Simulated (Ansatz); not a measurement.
`C[SiH2]OCF` and `C[SiH2]SCF` differ in one element.

Ansatz, PBE0-D4/def2-TZVP geometries, multiplicity 1. Each molecule was computed in one conformer, which needn't be the lowest.

| property | `C[SiH2]OCF` |
| --- | --- |
| LUMO energy (PBE0/def2-TZVPP) / eV | 0.70 |
| size of the dipole moment (PBE/def2-TZVPP) / D | 0.65 |
| size of the dipole moment (B3LYP/def2-TZVPP) / D | 0.77 |
| HOMO energy (ωB97M-V/def2-TZVPP) / eV | -10.94 |
| HOMO–LUMO gap (PBE0/def2-TZVPP) / eV | 9.31 |
| HOMO–LUMO gap (ωB97M-V/def2-TZVPP) / eV | 13.24 |

(1) Give the same properties after the change, and the shifts. (An estimate is asked.)

Results:

(1) The calculation gave: 
```csv
property,`C[SiH2]SCF`,shift
LUMO energy (PBE0/def2-TZVPP) / eV,0.38,-0.32
size of the dipole moment (PBE/def2-TZVPP) / D,1.00,0.35
size of the dipole moment (B3LYP/def2-TZVPP) / D,1.07,0.30
HOMO energy (ωB97M-V/def2-TZVPP) / eV,-9.56,1.38
HOMO–LUMO gap (PBE0/def2-TZVPP) / eV,7.75,-1.56
HOMO–LUMO gap (ωB97M-V/def2-TZVPP) / eV,11.74,-1.50
```

With PBE0 the HOMO rises by 1.24 eV and the LUMO falls by 0.32 eV, so the gap narrows by about 1.56 eV. PBE moves the HOMO by 0.95 eV and ωB97M-V by 1.38 eV. Dipoles are sizes alone; their direction can turn.

Positive LUMOs are unbound, so they and the gaps depend on the basis.

B3LYP here is the variant with VWN-RPA as its local correlation; programs differ in this.
